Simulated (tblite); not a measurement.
Compound: C5H13AlOSi.
Bonds: C1–C2, C2–Al3, Al3–O4, O4–Si5, C2–C6, C6–C7, C7–C8, C2–C8. Hydrogens: H9, H10, H11 on C1; H12 on Al3; H13, H14, H15 on Si5; H16, H17 on C6; H18, H19 on C7; H20, H21 on C8.

Computed with GFN2-xTB (tblite), gas phase: L-BFGS steps from a force-field or distance-geometry start until the largest atomic force falls under 0.01 eV/Å.

Geometry at step 6:
```
atom  x, y, z in Å
C1     -0.9842   -0.1353    1.7109
C2     -0.7330   -0.2652    0.2106
Al3     1.0074   -1.1602   -0.1580
O4      2.4075   -0.5580    0.5523
Si5     3.8300   -0.1347   -0.1368
C6     -0.8207    1.1362   -0.4646
C7     -2.3141    0.8804   -0.6686
C8     -2.0060   -0.6162   -0.5823
H9     -1.3798   -1.0607    2.1289
H10    -1.6833    0.6655    1.9560
H11    -0.0421    0.0980    2.2148
H12     1.1563   -2.0818   -1.3515
H13     4.1116   -1.2249   -1.0484
H14     3.5793    1.1026   -0.8514
H15     4.8720    0.0493    0.8559
H16    -0.3135    1.1404   -1.4290
H17    -0.5061    2.0160    0.0989
H18    -2.8754    1.1770    0.2108
H19    -2.8222    1.2761   -1.5532
H20    -1.7470   -1.0069   -1.5641
H21    -2.7457   -1.2806   -0.1317
```

Q: What forces act on the atoms?

A: 
```csv
atom,Fx (eV/Å),Fy (eV/Å),Fz (eV/Å)
C1,-0.054,0.134,0.308
C2,0.080,0.090,0.105
Al3,-0.170,0.154,0.225
O4,-0.037,-0.101,-0.209
Si5,0.072,-0.007,0.026
C6,-0.117,0.210,-0.118
C7,-0.155,-0.065,0.058
C8,-0.222,-0.079,-0.109
H9,0.054,-0.069,-0.032
H10,-0.021,-0.032,-0.028
H11,0.022,-0.047,0.035
H12,0.078,-0.250,-0.184
H13,0.299,-0.147,-0.246
H14,-0.009,0.256,-0.143
H15,-0.028,-0.057,0.292
H16,0.146,0.027,-0.060
H17,-0.098,-0.091,0.065
H18,-0.161,0.187,0.024
H19,0.225,-0.109,0.012
H20,0.045,-0.133,-0.130
H21,0.051,0.129,0.109
```

The largest, 0.41 eV/Å, acts on H13; the rms over all components is 0.137 eV/Å. The forces sum to zero within rounding, as they must for an isolated molecule in no field.

Q: Give the force on H13 in Eh/bohr and in nN.

A: 0.414 eV/Å ÷ 51.422 = 0.00805 Eh/bohr, and 0.414 eV/Å × 1.602 = 0.66 nN.

Q: How far is this geometry from the end of the optimisation?

A: 0.639 eV above it, and 0.928 Å rms away after alignment. The bonds farthest from their final lengths, with half the difference of the two atoms' forces along the bond (positive lengthens):

```tsv
bond	now (Å)	final (Å)	force along bond (eV/Å)
C2–Al3	1.991	2.022	-0.13
Al3–H12	1.515	1.537	+0.30
Si5–H13	1.449	1.462	+0.16
Si5–H14	1.451	1.464	+0.16
Si5–H15	1.451	1.463	+0.05
Al3–O4	1.682	1.672	-0.08
```

The angle farthest from its final value is Al3–O4–Si5, 129.7° against 179.6°.

Of the 6 listed bonds off by 0.010 Å or more, this force points towards the final length in 5.

What follows is the cost of the whole relaxation. On one thread, Arm Neoverse N1 (aarch64) (shared host), this took 3.5 s.
